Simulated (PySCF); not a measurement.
C2H5NO2Si.

```xyz
11

O     -2.6150     1.0417     0.7631
C     -1.7687     0.3232     1.2435
N     -0.5477    -0.0116     0.6438
C     -0.4937    -0.0071    -0.6376
O      0.6417    -0.2222    -1.2720
Si     2.0738    -0.4811    -0.3301
H     -1.8719    -0.1272     2.2587
H     -1.3603     0.1508    -1.3029
H      2.3626     0.7126     0.5030
H      1.9282    -1.7192     0.4754
H      3.1042    -0.6530    -1.3850
```
Charge 0, spin multiplicity 1.

Coordinates come from a r2SCAN-D4/def2-SVP optimisation. The structure was generated by enumeration; whether it is a known compound was not checked. Other conformers were not sampled.

These are PySCF with PBE/pcSseg-1 values and carry that method's errors. Non-relativistic, no solvent.

Task: Give the absolute GIAO shielding of each atom: isotropic value and principal components (ppm). (Estimate from the structure and the level; the computed values follow.)

Result: 
```
atom  σ(iso)     σ11     σ22    σ33   span
----  ------  ------  ------  -----  -----
O1    -230.3  -647.2  -336.7  293.0  940.3
C2       6.2   -88.1    28.5   78.1  166.3
N3     -47.5  -200.1   -63.7  121.2  321.2
C4      13.6   -69.4    17.3   92.8  162.2
O5     146.5    19.0   152.0  268.4  249.4
Si6    366.1   327.9   331.4  438.9  111.0
H7      22.1    19.1    22.6   24.5    5.4
H8      22.9    20.3    23.3   25.2    4.9
H9      26.0    23.2    24.6   30.3    7.1
H10     26.0    23.1    24.5   30.4    7.2
H11     26.5    23.4    25.3   30.7    7.3
```
